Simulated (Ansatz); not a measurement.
**Question.** Name a neutral molecule of Cl, F, Nb with LUMO energy (PBE0/def2-TZVPP) between -4.10 and -3.80 eV and HOMO energy (PBE0/def2-TZVPP) between -9.90 and -9.60 eV (Ansatz, PBE0-D4/def2-TZVP geometry).

**Answer.** `[F][Nb]([F])([F])([Cl])[Cl]` (-4.03 eV, -9.75 eV). Other molecules can fit too; these were computed, each in one conformer that needn't be the lowest.
